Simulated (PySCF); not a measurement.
SMILES [OH][Al]([OH])[NH][SiH2]F (H₅AlFNO₂Si), B3LYP/def2-SVP optimised geometry.

```
11

Si    -1.96    -1.21     0.01
F     -2.48    -1.57     1.52
N     -0.30    -0.79    -0.02
Al     0.50     0.83     0.00
O      2.19     0.83     0.00
O     -0.37     2.29     0.00
H     -2.74    -0.02    -0.43
H     -2.24    -2.41    -0.81
H      0.35    -1.58     0.01
H      2.74     1.61     0.01
H     -1.32     2.41     0.01
```

Density from B3LYP/def2-TZVP run with PySCF 2.14.0 at that geometry.

Minimum of the electron density along straight lines between bonded atoms, close to the bond critical point (lines longer than 1.1 times the sum of covalent radii, or with two minima, are not listed):

```json
[
 {"bond": "Si1–F2", "length / Å": "1.633", "ρ at the minimum / e bohr⁻³": "0.127", "∇²ρ there / e bohr⁻⁵": "0.84", "position (fraction from the first atom)": "0.42"},
 {"bond": "Si1–N3", "length / Å": "1.717", "ρ at the minimum / e bohr⁻³": "0.135", "∇²ρ there / e bohr⁻⁵": "0.54", "position (fraction from the first atom)": "0.40"},
 {"bond": "N3–Al4", "length / Å": "1.795", "ρ at the minimum / e bohr⁻³": "0.098", "∇²ρ there / e bohr⁻⁵": "0.53", "position (fraction from the first atom)": "0.58"},
 {"bond": "Al4–O5", "length / Å": "1.697", "ρ at the minimum / e bohr⁻³": "0.110", "∇²ρ there / e bohr⁻⁵": "0.78", "position (fraction from the first atom)": "0.43"},
 {"bond": "Al4–O6", "length / Å": "1.697", "ρ at the minimum / e bohr⁻³": "0.109", "∇²ρ there / e bohr⁻⁵": "0.79", "position (fraction from the first atom)": "0.43"},
 {"bond": "Si1–H7", "length / Å": "1.488", "ρ at the minimum / e bohr⁻³": "0.124", "∇²ρ there / e bohr⁻⁵": "0.14", "position (fraction from the first atom)": "0.49"},
 {"bond": "Si1–H8", "length / Å": "1.486", "ρ at the minimum / e bohr⁻³": "0.125", "∇²ρ there / e bohr⁻⁵": "0.12", "position (fraction from the first atom)": "0.49"},
 {"bond": "N3–H9", "length / Å": "1.021", "ρ at the minimum / e bohr⁻³": "0.323", "∇²ρ there / e bohr⁻⁵": "-1.48", "position (fraction from the first atom)": "0.73"},
 {"bond": "O5–H10", "length / Å": "0.961", "ρ at the minimum / e bohr⁻³": "0.355", "∇²ρ there / e bohr⁻⁵": "-2.39", "position (fraction from the first atom)": "0.80"},
 {"bond": "O6–H11", "length / Å": "0.960", "ρ at the minimum / e bohr⁻³": "0.355", "∇²ρ there / e bohr⁻⁵": "-2.40", "position (fraction from the first atom)": "0.81"}
]
```
